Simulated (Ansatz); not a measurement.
CdI2 (SMILES [I][Cd][I]) moved off its minimum; all values from Ansatz (a first-principles code), cores frozen in correlated methods. Elements past Kr take the def2 small-core potentials, without spin–orbit coupling.
(charge 0, multiplicity 1)
```xyz
3

Cd     0.00223     0.00074     0.12317
I      0.14215     0.10134     2.56782
I     -0.00856     0.12386    -2.78308
```

Q: Give the forces (eV/Å), the total energy and the dipole at CCSD(T)/def2-TZVPPD.

A: 
```json
[
 {"atom": "Cd1", "Fx": "-0.074", "Fy": "0.062", "Fz": "-3.667"},
 {"atom": "I2", "Fx": "0.087", "Fy": "0.043", "Fz": "1.933"},
 {"atom": "I3", "Fx": "-0.013", "Fy": "-0.104", "Fz": "1.734"}
]
```
Energy -761.0306 hartree, dipole 1.83 D.
